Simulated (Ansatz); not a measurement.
One geometry of the cluster Li4O2, several levels of theory.

```yaml
crystal:
  periodic: [false, false, false]
  atoms:
    - {symbol: Li, position_ang: [0.524769, -0.968023, 0.579138]}
    - {symbol: Li, position_ang: [-0.367201, 1.719079, 1.633250]}
    - {symbol: Li, position_ang: [-0.408090, 0.423063, -1.096262]}
    - {symbol: Li, position_ang: [0.503048, -2.356108, -2.238355]}
    - {symbol: O, position_ang: [-0.828757, 0.299347, 0.710113]}
    - {symbol: O, position_ang: [0.576232, 0.882632, 0.412126]}
basis:
  gaussian: {orbitals: def2-TZVP, initial_orbitals: start.molden}
hamiltonian: {xc: pbe0, dispersion: d4}
scf: {omitted_lower_state_checks: [starts]}
output: {orbitals: {seedname: orbitals}}
```

The file start.molden holds the orbitals of an earlier run on this structure, at another level or in another basis.

```sh
$ ansatz run in.yaml --threads 4 --pin off --events-out ev --progress --plain --max-ram 3916MiB
```

It prints (some lines left out):

```
Functional definition: PBE0
818 factors; their error is unknown
mean field evaluation 1: about -4908.6786 eV, gradient 5.1e0 eV
mean field evaluation 2: about -4908.7091 eV, gradient 3.4e-2 eV
mean field evaluation 4: about -4908.7201 eV, gradient 1.4e-4 eV
mean field -4908.72006828 eV, -180.3921352593 hartree, gradient 1.2e-5 eV, S^2 0.000000; 0 other end points of the search recorded, 0 dependent functions left out
reference -4908.72011266 eV, -180.3921368903 hartree; 14, 14 occupied and 104, 104 virtual orbitals, 818 factors
Total energy: -4908.76643546 eV, -180.3938392218 hartree
Checks for a lower state left out: starts
```

Hardware: 4 threads of Arm Neoverse V1 on a shared host. Wall time 0.8 s.

As the first input, with `hamiltonian: {xc: r2scan, dispersion: d4}` (abridged; 1.5 s):

```
Functional definition: r2SCAN
mean field -4912.67745841 eV, -180.5375666643 hartree, gradient 1.9e-5 eV, S^2 0.000000
Total energy: -4912.68995414 eV, -180.5380258738 hartree
Checks for a lower state left out: starts
```

First input, but with `gaussian: {orbitals: def2-TZVPP, initial_orbitals: start.molden}`, `correlation: {method: ccsd_t}` and without the key `hamiltonian` (abridged; 12 s):

```
Functional definition: HF
mean field -4887.31924222 eV, -179.6056694076 hartree, gradient 7.1e-6 eV, S^2 0.000000; unrestricted orbitals would lower it
mean field evaluation 16: about -4887.3249 eV, gradient 5.2e0 eV
2 core orbitals not correlated: weight in the atoms' cores, before any rotation towards them, 1.000 or more for the frozen orbitals, at most 0.000 for the correlated occupied ones
second order -18.08029444 eV of doubles, -0.00000000 eV of singles
cycle   1  -17.97926043 eV  change    1.0e-1 eV  update   1.3e-1
cycle   2  -18.60781769 eV  change   -6.3e-1 eV  update   5.1e-2
cycle   3  -18.76639008 eV  change   -1.6e-1 eV  update   2.9e-2
cycle   4  -18.72376981 eV  change    4.3e-2 eV  update   7.5e-3
cycle   5  -18.72132038 eV  change    2.4e-3 eV  update   3.6e-3
cycle   6  -18.72447096 eV  change   -3.2e-3 eV  update   1.4e-3
cycle   7  -18.72445127 eV  change    2.0e-5 eV  update   7.2e-4
cycle   8  -18.72396349 eV  change    4.9e-4 eV  update   3.1e-4
cycle   9  -18.72389260 eV  change    7.1e-5 eV  update   1.5e-4
cycle  10  -18.72396683 eV  change   -7.4e-5 eV  update   6.9e-5
cycle  11  -18.72390749 eV  change    5.9e-5 eV  update   3.6e-5
cycle  12  -18.72398635 eV  change   -7.9e-5 eV  update   1.9e-5
cycle  13  -18.72396579 eV  change    2.1e-5 eV  update   8.6e-6
perturbative correction -0.65375766 eV, -0.0240251508 hartree
Total energy: -4906.69696567 eV, -180.3177876096 hartree
Checks for a lower state left out: starts
```

First input, but with `hamiltonian: {xc: {name: B97M-V}}` (abridged; 3.6 s):

```
Functional definition: B97M-V
mean field -4916.52475097 eV, -180.6789520579 hartree, gradient 2.6e-5 eV, S^2 0.000000
Total energy: -4916.52482546 eV, -180.6789547954 hartree
Checks for a lower state left out: starts
```

First input, but with `hamiltonian: {xc: hf}` (abridged; 0.3 s):

```
Functional definition: HF
mean field -4887.27442288 eV, -179.6040223272 hartree, gradient 8.1e-5 eV, S^2 0.000000
Total energy: -4887.27442288 eV, -179.6040223272 hartree
Checks for a lower state left out: starts
```

First input, but with `hamiltonian: {xc: pbe, dispersion: d4}`, `output: {forces: true, orbitals: {seedname: orbitals}}` (abridged; 0.95 s):

```
Functional definition: PBE
mean field -4908.71184942 eV, -180.3918332218 hartree, gradient 7.3e-5 eV, S^2 0.000000
Total energy: -4908.76716882 eV, -180.3938661723 hartree
Atom 0 force     0.048586    -0.115411     0.003243 eV/Å
Atom 1 force    -0.020338     0.094617     0.089321 eV/Å
Atom 2 force    -0.022153    -0.009671    -0.123349 eV/Å
Atom 3 force    -0.009598     0.045425     0.043485 eV/Å
Atom 4 force    -0.223789    -0.101070     0.041530 eV/Å
Atom 5 force     0.227292     0.086110    -0.054230 eV/Å
Dipole moment:    -0.205759     0.963768     0.916209 e Å
Checks for a lower state left out: starts
```

Geometry: r2SCAN-D4/def2-TZVP.

Correlated methods freeze 2 core orbitals; core or outer-core shells of Li are correlated, in sets that lack core-valence functions. The structure holds 1 bond(s) between oxygen atoms. The restricted singlet is unstable towards broken spin symmetry in Hartree–Fock (as tested in another run); at PBE0-D4/def2-TZVP, r2SCAN-D4/def2-TZVP, B97M-V/def2-TZVP, HF/def2-TZVP and others this wasn't settled. At CCSD(T)/def2-TZVPP the restricted singlet (for correlated methods, its reference) is unstable: a solution with broken spin symmetry lies lower. Another isomer (singlet) lies 3.45 eV lower at PBE0-D4/def2-TZVP; other spin states weren't run for this one.
